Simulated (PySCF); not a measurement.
SMILES [CH3][Zn][GeH3], PBE0/def2-SVP optimised geometry.

```
9

Zn     0.33    -0.21     0.00
C      2.28    -0.22     0.00
H      2.68     0.51     0.73
H      2.68     0.05    -0.99
H      2.68    -1.21     0.26
Ge    -2.08    -0.21     0.00
H     -2.68    -0.93    -1.23
H     -2.68    -0.93     1.23
H     -2.68     1.21     0.00
```

Density from PySCF 2.14.0 with PBE0/def2-TZVP at that geometry.

Minimum of the electron density along straight lines between bonded atoms, close to the bond critical point (lines longer than 1.1 times the sum of covalent radii, or with two minima, are not listed):

| bond | length / Å | ρ at the minimum / e bohr⁻³ | ∇²ρ there / e bohr⁻⁵ | position (fraction from the first atom) |
|---|---|---|---|---|
| Zn1–C2 | 1.954 | 0.112 | 0.23 | 0.49 |
| C2–H3 | 1.102 | 0.264 | -0.85 | 0.64 |
| C2–H4 | 1.102 | 0.264 | -0.85 | 0.64 |
| C2–H5 | 1.102 | 0.264 | -0.85 | 0.64 |
| Zn1–Ge6 | 2.407 | 0.073 | 0.01 | 0.47 |
| Ge6–H7 | 1.547 | 0.128 | 0.07 | 0.59 |
| Ge6–H8 | 1.547 | 0.128 | 0.07 | 0.59 |
| Ge6–H9 | 1.547 | 0.128 | 0.07 | 0.59 |
